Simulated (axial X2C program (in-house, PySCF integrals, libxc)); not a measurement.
## Worked dissociation energy of PtC: PBE0, with spin–orbit coupling

All values were computed with an axial X2C code built on PySCF integrals. Two-component (2c) means X2C with spin–orbit coupling and atomic mean-field two-electron Coulomb and Gaunt terms. Basis: Pt dyall-cv3z [13s14p9d6f4g], C dyall-v3z [7s6p2d1f] (cores contracted in-house); Gaussian nuclei, density fitting, unrestricted open shells. Masses: Pt 194.965 u, C 12.000 u.

Molecular state: Ω = 0 (closed shell).

- E(Pt) (2M_J = 6): -18417.330770 hartree
- E(C) (2M_J = 2): -37.821142 hartree
- E(PtC) at Re: -18455.369169 hartree
- ωe: 1093.6 cm⁻¹
- ωexe: 4.43 cm⁻¹

(1) Work out De and D0.

Occupations by symmetry block were frozen at the best pattern of an incomplete PBE0 search. The closed shell is kept restricted, so the energy runs too high when the bond is stretched far. De is counted from the lowest determinant-based energies of the atoms at the same level, without counterpoise correction. The 2c atoms are single determinants rather than J levels; their spin–orbit lowering is only partly caught, and De is too large by that part. This holds for PBE0. The functionals have no current-density term, which raises determinants with orbital currents, atoms included.

Each atomic determinant is the lowest at this level and need not be a pure J level. Totals compare only within one Hamiltonian and basis.

## Answers

(1) De = -18417.330770 + (-37.821142) − (-18455.369169) = 0.21726 hartree = 5.912 eV. The zero-point energy is ωe/2 − ωexe/4 = 546 cm⁻¹ = 0.068 eV, so D0 = 5.844 eV.
